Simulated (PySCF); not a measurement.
Species: C9H13N.
Geometry (GFN2-xTB, Å), atoms numbered from 1 in this order:
```
atom  x, y, z in Å
C1    -0.0994    2.1701    0.2495
C2    -0.0651    0.7905   -0.3908
C3    -1.4379    0.1357   -0.6083
C4    -1.0268   -1.2908   -1.0043
C5    -0.5556   -1.3435    0.4575
C6    -1.7637   -0.4491    0.7751
C7     0.5803   -0.3123    0.4922
C8     1.9204   -0.8394   -0.0326
C9     2.9023    0.2130   -0.0509
N10    3.6668    1.0631   -0.0591
H11    0.9145    2.5176    0.4369
H12   -0.6411    2.1579    1.1921
H13   -0.5872    2.8790   -0.4162
H14    0.4635    0.8753   -1.3459
H15   -2.1690    0.7030   -1.1771
H16   -0.2858   -1.4018   -1.7940
H17   -1.8722   -1.9460   -1.1989
H18   -0.3848   -2.2859    0.9724
H19   -2.7057   -0.9912    0.7955
H20   -1.6927    0.2061    1.6403
H21    0.7333    0.0520    1.5127
H22    2.2859   -1.6452    0.6115
H23    1.8149   -1.2311   -1.0477
```

NICS = −σ at a ghost point: NICS(0) at the centroid of the ring atoms, NICS(1) 1 Å to either side along the normal of their mean plane, zz for the tensor component along that normal. Level: GIAO PBE0/pcSseg-1 (PySCF, non-relativistic, gas phase) on the GFN2-xTB geometry, one conformer.

Ring bond lengths (Å), with Mayer bond orders in brackets: C2–C3 1.536 (0.99), C3–C4 1.537 (0.94), C4–C5 1.537 (0.94), C5–C7 1.535 (1.00), C7–C2 1.553 (0.91); C3–C4 1.537 (0.94), C4–C5 1.537 (0.94), C5–C6 1.536 (0.95), C6–C3 1.537 (0.94).

Task: What do the NICS probes read (ppm)?

Result: 
| ring | type | NICS(0) | NICS(1), two faces | NICS(1)zz, two faces | rms pucker (Å) | centre to ring atoms, mean (Å) |
| --- | --- | --- | --- | --- | --- | --- |
| C2–C3–C4–C5–C7 | 5-membered carbocycle; formal bonds all single | -8.0 | -20.2 / -4.3 | -20.6 / -3.8 | 0.32 | 1.24 |
| C3–C4–C5–C6 | 4-membered carbocycle; formal bonds all single | -11.6 | -12.0 / -4.6 | -19.4 / -2.9 | 0.24 | 1.06 |

Task: What do they say, and how far can they be read as aromaticity?

Result: 
- C2–C3–C4–C5–C7: mean NICS(1)zz -12.2 ppm, shielded. C2, C3, C4, C5, C7 have four or more neighbours, so the value isn't read as a sign of a π ring current. The two faces differ by 16.8 ppm, so no symmetry operation interchanges them.
- C3–C4–C5–C6: mean NICS(1)zz -11.1 ppm, shielded. C3, C4, C5, C6 have four or more neighbours, and the NICS criterion for π rings isn't applied. The two faces differ by 16.5 ppm, so no symmetry operation interchanges them.

Task: Give the inner angles of the rings and the Hirshfeld charges of the ring atoms.

Result: 
- C2–C3–C4–C5–C7: C2 98.6° (-0.021 e), C3 101.1° (-0.025 e), C4 82.5° (-0.076 e), C5 103.0° (-0.027 e), C7 99.0° (-0.016 e); sum 484.2° against 540° for a flat convex ring.
- C3–C4–C5–C6: C3 86.3° (-0.025 e), C4 82.5° (-0.076 e), C5 86.3° (-0.027 e), C6 82.5° (-0.073 e); sum 337.5° against 360° for a flat convex ring.

Task: How shielded are the nuclei of the rings and their hydrogens (means over atoms taken as equivalent)?

Result: 
| atoms | environment | σ isotropic (ppm) | principal values of the symmetric part, first atom (ppm) |
| --- | --- | --- | --- |
| C2 | sp3 CH carbon | 142.2 | 135.8, 139.4, 151.5 |
| C3 | sp3 carbon at a ring junction | 139.9 | 125.2, 131.6, 162.9 |
| C4 | four-membered-ring carbon | 148.5 | 134.0, 151.9, 159.5 |
| C5 | sp3 carbon at a ring junction | 140.9 | 126.8, 132.4, 163.4 |
| C6 | four-membered-ring carbon | 148.8 | 134.5, 152.6, 159.3 |
| C7 | sp3 CH carbon | 139.0 | 134.4, 134.8, 147.7 |
| H14 | methine hydrogen | 30.04 | 27.1, 28.7, 34.4 |
| H15 | methine hydrogen | 29.59 | 24.5, 27.0, 37.2 |
| H16 | methylene hydrogen | 30.66 | 25.0, 29.6, 37.5 |
| H17 | methylene hydrogen | 30.04 | 25.8, 27.8, 36.5 |
| H18 | methine hydrogen | 29.63 | 24.3, 27.3, 37.3 |
| H19 | methylene hydrogen | 30.05 | 25.8, 27.8, 36.5 |
| H20 | methylene hydrogen | 30.44 | 24.9, 29.1, 37.3 |
| H21 | methine hydrogen | 30.12 | 26.5, 29.5, 34.3 |

The list is cut; further classes of hydrogen are left out.
